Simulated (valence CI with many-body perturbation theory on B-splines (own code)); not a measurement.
# E1 transitions of Mo³⁶⁺

Method: valence CI with perturbative core correlation (CI+MBPT): four valence electrons over a frozen Dirac-Fock core [He], a basis of 11 s, 11 p, 10 d, 8 f, 5 g, 2 h functions for each j, with the one-electron correlation potential Σ1, the two-electron term Σ2, the three-electron term Σ3, Breit, model QED; selected CI, second order for the rest, scaled by the run's own slope (own B-spline code, finite nucleus).

No measured spectrum was set against this ion. As an estimate, large intervals hold to a few tenths of a per cent, small ones and those within an open d or f shell to about a per cent. Among the levels kept, up to 970 cm⁻¹ of a level comes from second order outside the variational space, and about a tenth of that is noise between levels of different J, which matters for small intervals.

Lines 151 to 200 of 538 in falling wavelength, among levels below 3473.8 eV, chosen from the strongest by gf and those to the six lowest levels. Wavelengths and rates use the calculated energies. Electric multipoles are in the length gauge, E1 and E2 with the static RPA response of the core. Weak lines are less certain than strong ones. Lines between different terms over intervals too small for the method are left out, as are lines whose strength nearly cancels. The highest levels of a list are the least certain.

Levels are named by their leading jj configuration (3d3/2^4 stands for four electrons in 3d with j = 3/2), which in mixed levels can hold well under half, so a name can repeat and another be missing. Letters in brackets count levels of one name in rising energy.

| λ vac (Å) | Upper | Lower | A (s⁻¹) | log gf | Branch % |
| --- | --- | --- | --- | --- | --- |
| 51.66 | (2s 2p1/2 2p3/2^2) J=3 | (2s^2 2p1/2 2p3/2) J=2 | 2.96e+10 | -1.08 | 85.0 |
| 51.60 | (2p1/2 2p3/2^2 3p1/2) J=2 [b] | (2s 2p1/2 2p3/2 3p1/2) J=1 [c] | 5.80e+10 | -0.94 | 0.1 |
| 51.48 | (2p1/2 2p3/2^2 3p3/2) J=4 | (2s 2p1/2 2p3/2 3p3/2) J=3 [c] | 6.03e+10 | -0.67 | 0.2 |
| 50.99 | (2p1/2 2p3/2^2 3s) J=3 | (2s 2p1/2 2p3/2 3s) J=2 [c] | 3.46e+10 | -1.03 | 0.2 |
| 50.32 | (2p1/2 2p3/2^2 3p1/2) J=3 | (2s 2p1/2 2p3/2 3p1/2) J=2 [c] | 3.63e+10 | -1.02 | 0.2 |
| 49.95 | (2p1/2 2p3/2^3) J=1 | (2s 2p1/2 2p3/2^2) J=1 [b] | 1.07e+11 | -0.92 | 26.5 |
| 49.23 | (2p1/2 2p3/2^2 3s) J=2 [b] | (2s 2p1/2 2p3/2 3s) J=1 [b] | 5.06e+10 | -1.04 | 0.2 |
| 47.88 | (2s 2p3/2^2 3d5/2) J=4 [b] | (2s^2 2p3/2 3d5/2) J=3 | 3.30e+10 | -0.99 | 0.8 |
| 47.87 | (2s 2p1/2 2p3/2 3d5/2) J=4 [c] | (2s^2 2p1/2 3d5/2) J=3 | 8.79e+10 | -0.57 | 0.3 |
| 47.66 | (2s 2p1/2 2p3/2 3d5/2) J=3 [c] | (2s^2 2p1/2 3d5/2) J=2 | 1.02e+11 | -0.61 | 0.2 |
| 47.55 | (2s 2p1/2 2p3/2 3p3/2) J=3 [c] | (2s^2 2p1/2 3p3/2) J=2 | 1.08e+11 | -0.59 | 0.5 |
| 47.54 | (2s 2p3/2^2 3p3/2) J=3 [b] | (2s^2 2p3/2 3p3/2) J=2 | 3.76e+10 | -1.05 | 0.1 |
| 47.14 | (2s 2p3/2^3) J=2 | (2s^2 2p3/2^2) J=2 | 1.49e+11 | -0.60 | 92.9 |
| 47.03 | (2s 2p1/2 2p3/2 3d3/2) J=3 [c] | (2s^2 2p1/2 3d3/2) J=2 | 5.69e+10 | -0.88 | 0.6 |
| 46.91 | (2s 2p1/2 2p3/2 3p3/2) J=2 [c] | (2s^2 2p1/2 3p3/2) J=1 | 1.28e+11 | -0.68 | 0.6 |
| 46.85 | (2p3/2^4) J=0 | (2s 2p3/2^3) J=1 | 4.78e+11 | -0.80 | 92.1 |
| 46.81 | (2s 2p3/2^2 3d5/2) J=2 [b] | (2s^2 2p3/2 3d5/2) J=1 | 7.38e+10 | -0.92 | 0.4 |
| 46.72 | (2s 2p1/2 2p3/2 3p1/2) J=2 [c] | (2s^2 2p1/2 3p1/2) J=1 | 7.79e+10 | -0.89 | 0.2 |
| 46.61 | (2s 2p1/2 2p3/2 3d3/2) J=1 [d] | (2s^2 2p1/2 3d3/2) J=1 | 1.02e+11 | -1.00 | 0.1 |
| 46.49 | (2s 2p1/2 2p3/2 3d3/2) J=2 [d] | (2s^2 2p1/2 3d3/2) J=1 | 9.79e+10 | -0.80 | 0.1 |
| 46.46 | (2p1/2^2 2p3/2^2) J=2 | (2s 2p1/2^2 2p3/2) J=1 | 7.65e+10 | -0.91 | 28.7 |
| 46.44 | (2s 2p1/2 2p3/2 3p1/2) J=1 [b] | (2s^2 2p1/2 3p1/2) J=1 | 1.40e+11 | -0.87 | 1.2 |
| 46.42 | (2s 2p3/2^2 3d5/2) J=3 [c] | (2s^2 2p3/2 3d5/2) J=3 | 1.21e+11 | -0.56 | 0.1 |
| 46.26 | (2p1/2 2p3/2^2 3p3/2) J=1 [a] | (2s 2p1/2 2p3/2 3p1/2) J=2 [c] | 9.03e+10 | -1.06 | 0.3 |
| 46.25 | (2s 2p1/2 2p3/2 3d5/2) J=3 [d] | (2s^2 2p1/2 3d5/2) J=3 | 1.42e+11 | -0.50 | 0.1 |
| 46.16 | (2p1/2 2p3/2^3) J=2 | (2s 2p1/2 2p3/2^2) J=2 [b] | 1.76e+11 | -0.55 | 51.3 |
| 46.16 | (2s 2p1/2 2p3/2 3p1/2) J=1 [c] | (2s^2 2p1/2 3p1/2) J=0 | 1.36e+11 | -0.89 | 0.7 |
| 46.14 | (2s 2p1/2 2p3/2 3d3/2) J=2 [c] | (2s^2 2p1/2 3d3/2) J=2 | 6.53e+10 | -0.98 | 0.1 |
| 46.10 | (2s 2p1/2 2p3/2 3s) J=2 [c] | (2s^2 2p1/2 3s) J=1 | 1.13e+11 | -0.74 | 1.0 |
| 46.05 | (2p1/2 2p3/2^2 3p3/2) J=3 [b] | (2s 2p1/2 2p3/2 3p3/2) J=3 [b] | 5.98e+10 | -0.88 | 0.2 |
| 45.97 | (2s 2p1/2 2p3/2 3p3/2) J=2 [d] | (2s^2 2p1/2 3p3/2) J=2 | 1.54e+11 | -0.61 | 0.8 |
| 45.97 | (2s 2p1/2 2p3/2 3d5/2) J=2 [c] | (2s^2 2p1/2 3d5/2) J=2 | 1.03e+11 | -0.79 | 0.1 |
| 45.88 | (2s 2p1/2 2p3/2 3d3/2) J=2 [c] | (2s^2 2p3/2 3s) J=2 | 6.66e+10 | -0.98 | 0.1 |
| 45.85 | (2s 2p1/2 2p3/2 3d5/2) J=1 [c] | (2s^2 2p1/2 3d5/2) J=2 | 1.32e+11 | -0.90 | 0.1 |
| 45.63 | (2s 2p1/2 2p3/2 3s) J=1 [c] | (2s^2 2p1/2 3s) J=1 | 1.36e+11 | -0.89 | 0.8 |
| 45.57 | (2s 2p1/2 2p3/2 3p3/2) J=1 [c] | (2s^2 2p1/2 3p3/2) J=1 | 1.28e+11 | -0.92 | 0.6 |
| 45.57 | (2s 2p3/2^2 3p3/2) J=2 [c] | (2s^2 2p3/2 3p3/2) J=2 | 1.24e+11 | -0.72 | 6.7 |
| 45.51 | (2s 2p1/2 2p3/2 3d5/2) J=2 [d] | (2s^2 2p1/2 3d5/2) J=3 | 1.92e+11 | -0.53 | 0.2 |
| 45.48 | (2p1/2^2 2p3/2 3d5/2) J=4 | (2s 2p1/2^2 3d5/2) J=3 | 5.97e+10 | -0.78 | 17.4 |
| 45.32 | (2s 2p1/2 2p3/2 3d3/2) J=1 [c] | (2s^2 2p3/2 3s) J=2 | 1.61e+11 | -0.83 | 0.3 |
| 45.20 | (2s 2p1/2 2p3/2 3p3/2) J=1 [d] | (2s^2 2p1/2 3p3/2) J=2 | 1.79e+11 | -0.78 | 3.8 |
| 45.18 | (2p1/2^2 2p3/2 3p3/2) J=3 | (2s 2p1/2^2 3p3/2) J=2 | 8.07e+10 | -0.76 | 0.3 |
| 45.09 | (2s 2p3/2^3) J=1 | (2s^2 2p3/2^2) J=0 | 8.14e+10 | -1.13 | 19.7 |
| 45.02 | (2s 2p3/2^2 3d3/2) J=3 [b] | (2s^2 2p3/2 3d3/2) J=3 | 1.23e+11 | -0.58 | 0.1 |
| 45.02 | (2s 2p3/2^2 3d3/2) J=1 [b] | (2s^2 2p3/2 3d3/2) J=2 | 1.92e+11 | -0.76 | 0.1 |
| 45.02 | (2s 2p3/2^2 3s) J=1 [a] | (2s^2 2p1/2 3d3/2) J=2 | 1.55e+11 | -0.85 | 0.3 |
| 44.94 | (2p1/2 2p3/2^2 3s) J=1 [b] | (2s 2p1/2 2p3/2 3s) J=2 [c] | 1.46e+11 | -0.88 | 0.6 |
| 44.81 | (2s 2p3/2^2 3s) J=1 [b] | (2s^2 2p3/2 3s) J=1 | 2.55e+11 | -0.64 | 0.8 |
| 44.75 | (2s 2p3/2^2 3p3/2) J=3 [b] | (2s^2 2p3/2 3p3/2) J=3 | 1.95e+11 | -0.39 | 0.8 |
| 44.73 | (2s 2p3/2^2 3d5/2) J=4 [b] | (2s^2 2p3/2 3d5/2) J=4 | 1.71e+11 | -0.34 | 4.2 |
